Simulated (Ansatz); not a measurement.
## Which method gave which barrier?

Saddle point of SiH₇O₂F, singlet (SiH₃F ([F][SiH3]) + H₂O + H₂O → SiH₄O ([OH][SiH3]) + H₂O + HF; bonds formed: Si1–O7, F2–H8, H6–O9; bonds broken: Si1–F2, H6–O7, H8–O9), PBE0-D4/def2-TZVP structure:

```tsv
atom	x (Å)	y (Å)	z (Å)
Si1	-0.3062	0.3687	-1.2474
F2	-0.5485	-1.2693	-0.3208
H3	0.5219	-0.4173	-2.1944
H4	-1.7823	0.3783	-1.3881
H5	-0.0036	1.7680	-1.7738
H6	0.5543	0.0054	1.2363
O7	0.3888	0.8458	0.3066
H8	-0.0174	-1.3693	0.8666
O9	0.5039	-1.0176	1.7454
H10	0.7925	1.7145	0.2782
H11	-0.1033	-1.0075	2.4914
```

Ansatz 0.2.0; basis: def2-TZVPP, with def2-QZVPP for the basis limit; cores frozen in the correlated methods. B3LYP uses VWN-RPA correlation. Extrapolation: Hartree–Fock as exp(−7.88 √X), correlation as X^−2.97. Four methods, as single points on the PBE0-D4 structures, gave these electronic barriers from the start structure: 14.62, 20.92, 22.33, 37.60 kcal/mol.

The methods were, in alphabetical order, B3LYP-D4, CCSD(T), HF, PBE-D4. Which gave which? (Judge from chemistry; the calculation decides.)

Computed: PBE-D4 14.62; B3LYP-D4 20.92; CCSD(T) 22.33; HF 37.60 kcal/mol. For comparison, CCSD(T) at an estimated basis limit (MP2 extrapolated from triple and quadruple zeta, plus CCSD(T) − MP2 in triple zeta) gives 22.68 kcal/mol.

The T1 diagnostic stays at or below 0.011.

The step is the kind of ligand exchange by which a precursor binds to a hydroxyl group, or is hydrolysed, in atomic layer deposition of oxides.

Labels in which every atom is bracketed show which atoms are joined, not bond orders.

For scale, one of the runs: CCSD(T)/def2-TZVPP, 233 basis functions, launched by `ansatz run in.yaml --threads 4 --pin off --events-out ev --progress --plain --max-ram 9574MiB`. Hardware: 4 CPU threads of an Intel Xeon, shared host. Wall time 2.4 min; peak host memory 4.3 GiB.
